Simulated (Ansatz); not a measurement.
```xyz
19

Fe    0.0000    0.0000    0.0000
O     0.0000    0.0000    2.1300
H    -0.1490    0.7452    2.7200
H     0.1490   -0.7452    2.7200
O     0.0000    0.0000   -2.1300
H     0.1490   -0.7452   -2.7200
H    -0.1490    0.7452   -2.7200
O     2.1300    0.0000    0.0000
H     2.7200   -0.7452    0.1490
H     2.7200    0.7452   -0.1490
O    -2.1300    0.0000    0.0000
H    -2.7200    0.7452   -0.1490
H    -2.7200   -0.7452    0.1490
O     0.0000    2.1300    0.0000
H     0.7259    2.7200   -0.2250
H    -0.7259    2.7200    0.2250
O     0.0000   -2.1300    0.0000
H    -0.7259   -2.7200    0.2250
H     0.7259   -2.7200   -0.2250
```

Basis set: def2-TZVP on H, O; pcseg-2 on Fe. Charge 2. Computed with Ansatz (development build ahead of 0.2.0); the lowest solution found for each multiplicity.

Task: How do the multiplicities compare at this shape? Give, from the lowest of each method, PBE0 (unrestricted) for 1, 5; PBE0 (restricted) for 1, 5.

Result:

```csv
method,multiplicity,E (eV),<S²>
"PBE0, unrestricted",1,1.580,1.57
"PBE0, unrestricted",5,0.000,6.00
"PBE0, restricted",1,2.218,0.00
"PBE0, restricted",5,0.000,6.00
```

Caution: other spin multiplicities may lie lower. Caution for PBE0, unrestricted: the unrestricted determinant is a mixture of spin states. Caution for PBE0, restricted: an unrestricted determinant lies well below.
